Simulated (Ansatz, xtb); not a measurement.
# Two isomers of C3H8O2Si

Structure I is `O[C@@H]1CO[C@@H]1[SiH3]`, a singlet and structure II is `O[C@@H]1CO[C@H]1[SiH3]`, a singlet. Both are isolated molecules in the gas phase, relaxed with B3LYP/def2-SVP, each in the lowest conformer that the search found.

Which of the two would you expect CCSD(T)/def2-SVP + ΔMP2/def2-TZVPP electronic energies to favour?

Too close to call at this level: CCSD(T)/def2-SVP + ΔMP2/def2-TZVPP gives E(II) − E(I) = +0.68 kJ/mol.

The same difference at several levels:

```
                             level        geometry  E(II) − E(I) (kJ/mol)  departure from the last row (kJ/mol)  job, with rough time for the two
                          GFN2-xTB        GFN2-xTB                   +1.86                                 +1.18              optimisation, 0.14 s
                         HF/STO-3G        GFN2-xTB                   −4.73                                 −5.41              single point, 0.44 s
                r2SCAN-D4/def2-SVP        GFN2-xTB                   +4.72                                 +4.04               single point, 5.2 s
                    B3LYP/def2-SVP  B3LYP/def2-SVP                   +3.09                                 +2.41                optimisation, 77 s
                       HF/def2-SVP  B3LYP/def2-SVP                   +0.61                                 −0.08           part of the CCSD(T) run
                      MP2/def2-SVP  B3LYP/def2-SVP                   +3.26                                 +2.58           part of the CCSD(T) run
                  CCSD(T)/def2-SVP  B3LYP/def2-SVP                   +3.50                                 +2.81                      single point
CCSD(T)/def2-SVP + ΔMP2/def2-TZVPP  B3LYP/def2-SVP                   +0.68                                                      single point, 78 s
```

As drawn, both hold the same kinds of bond in the same numbers.

The largest departure from CCSD(T)/def2-SVP + ΔMP2/def2-TZVPP is that of HF/STO-3G, 5.41 kJ/mol. The last row adds to CCSD(T) the change of the MP2 difference between the two basis sets, here −2.81 kJ/mol.

With thermal terms from frequencies at re-optimised GFN2-xTB minima (ideal gas, soft modes damped towards free rotors, one conformer each, 298.15 K, 1 atm): the zero-point term adds −0.32 kJ/mol; ΔH is +0.62 and ΔG −0.33 kJ/mol.

The correlated steps freeze 10 core orbitals. Run with Ansatz 0.2.0, xtb 6.7.1; the last row on 2 threads of Arm Neoverse V2 on a shared host.
